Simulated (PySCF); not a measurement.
A PySCF script (with the pyscf-properties extension) for the NMR shieldings of `InChI=1S/C5H13OPSSi/c6-7(5-9)1-3-8-4-2-7/h1-5H2,9H3`, on a GFN2-xTB geometry:

```python
import basis_set_exchange as bse
import numpy as np
from pyscf import gto, dft
from pyscf.prop import nmr

atoms = """
O     0.331315    0.477224   -1.767585
P     0.229189   -0.130762   -0.435530
C     1.774023   -0.841775    0.209784
Si    3.164227    0.456104    0.142637
C    -0.392237    1.043670    0.839517
C    -1.773226    1.506071    0.411760
S    -3.000182    0.169611    0.532728
C    -2.356162   -0.921286   -0.770824
C    -1.007812   -1.498841   -0.385016
H     2.015442   -1.678915   -0.447564
H     1.612268   -1.230145    1.213315
H     2.880051    1.506515    1.126445
H     4.392354   -0.244710    0.525326
H     3.279660    1.016658   -1.196723
H    -0.423007    0.581934    1.827018
H     0.293121    1.896232    0.862208
H    -1.754822    1.850879   -0.624408
H    -2.149101    2.304801    1.051679
H    -3.109640   -1.698187   -0.903561
H    -2.271134   -0.334932   -1.688451
H    -1.052429   -1.966604    0.599078
H    -0.692308   -2.244159   -1.122682
"""
names = dict.fromkeys(["O", "P", "C", "Si", "S", "H"], "pcSseg-1")
basis = {el: gto.basis.parse(bse.get_basis(n, elements=[el], fmt="nwchem")) for el, n in names.items()}
mol = gto.M(atom=atoms, basis=basis, charge=0, verbose=0)
mf = dft.RKS(mol, xc="PBE0")
mf.grids.level = 2
mf.grids.alignment = dft.numint.BLKSIZE   # the property module wants whole blocks of grid points
mf.conv_tol = 1e-9
mf.kernel()

calc = nmr.RKS(mf)   # GIAO
C = mf.mo_coeff
Co = C[:, mf.mo_occ > 0]
resp = mf.gen_response(singlet=True, hermi=2)
def vind(x):   # induced exchange potential for any number of trial vectors
    d = np.einsum("pi,xij,qj->xpq", C, 2 * x.reshape(-1, C.shape[1], Co.shape[1]), Co, optimize=True)
    return np.einsum("xpq,pi,qj->xij", resp(d - d.transpose(0, 2, 1)), C, Co, optimize=True).ravel()
mo1, _ = nmr.rhf.solve_mo1(calc, with_cphf=vind)
sigma = calc.kernel(mo1)
for i, s in enumerate(sigma):   # ppm
    print("%2d %-2s %9.2f" % (i, mol.atom_pure_symbol(i), np.trace(s) / 3))
```

**Question.** What are the results?

**Answer.** 
```
 0 O     240.67
 1 P     313.57
 2 C     171.72
 3 Si    431.34
 4 C     150.73
 5 C     155.46
 6 S     478.48
 7 C     155.01
 8 C     146.50
 9 H      30.63
10 H      31.17
11 H      27.79
12 H      27.78
13 H      27.42
14 H      30.35
15 H      29.55
16 H      28.22
17 H      29.10
18 H      29.12
19 H      28.17
20 H      30.15
21 H      29.74
```

These numbers come from an equivalent density-fitted implementation of the same equations, which agrees with the script to about 0.01 ppm for H and up to a few tenths of a ppm for heavy atoms, so last digits may differ.

**Question.** Turn these shieldings into chemical shifts. δ = σ(ref) − σ, references computed at the same level: 17O (σ = 336.08 ppm) vs H2O; H3PO4 for 31P (σ = 318.38 ppm); 13C (σ = 186.93 ppm) and 29Si (σ = 349.16 ppm) and 1H (σ = 31.72 ppm) vs TMS; 33S (σ = 503.73 ppm) vs CS2.

**Answer.** Averaging equivalent atoms: O 0: 95.4; P 1: 4.8; C 4/8: 38.3; C 5/7: 31.7; C 2: 15.2; Si 3: -82.2; S 6: 25; H 11/12/13: 4.05; H 16/19: 3.52; H 17/18: 2.60; H 15/21: 2.08; H 14/20: 1.47; H 9/10: 0.82 ppm. Experimental scales use liquid or dissolved standards, which lie at an offset from isolated H2O (liquid H2O: subtract about 36 ppm) and H3PO4.

Size and cost of the density-fitted run: 239 basis functions, 45 s wall time on 1 thread of an Arm Neoverse V2, shared host.
